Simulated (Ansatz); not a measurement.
Species: PbBr, charge 0, doublet. PbBr (SMILES [Br][Pb], doublet).
B3LYP-D3(BJ)/def2-TZVP minimum from Ansatz (a first-principles code):
```
Pb
Br 1 2.6381
```
Charge 0, spin multiplicity 2.

Total energies in def2-QZVPP, 11 correlated electrons, 23 frozen orbitals. Radicals and triplets start from unrestricted determinants; spin-orbit coupling is neglected. Cores are frozen in correlated methods (noble-gas shells, and filled d and f shells in the p block). Past Kr the def2 sets carry scalar-relativistic core potentials. Spin-orbit terms, left out, reach several kcal/mol for Br and I, and more for heavier atoms. The spin of BrPb ([Br][Pb], doublet) was assumed, and the state is the lowest solution found for it.

| method | program | energy (Eh) | minus CCSDT(Q) (mEh) |
|---|---|---|---|
| HF | Ansatz | -2764.36444 | 267.37 |
| MP2 | Ansatz | -2764.59884 | 32.97 |
| CCSD | Ansatz | -2764.61894 | 12.87 |
| CCSD(T) | Ansatz | -2764.63049 | 1.32 |
| CCSDT(Q) | Ansatz | -2764.63181 | 0.00 |

Rough core times of Ansatz's runs on a shared machine: CCSD(T) 2 min, CCSDT(Q) 2 h.
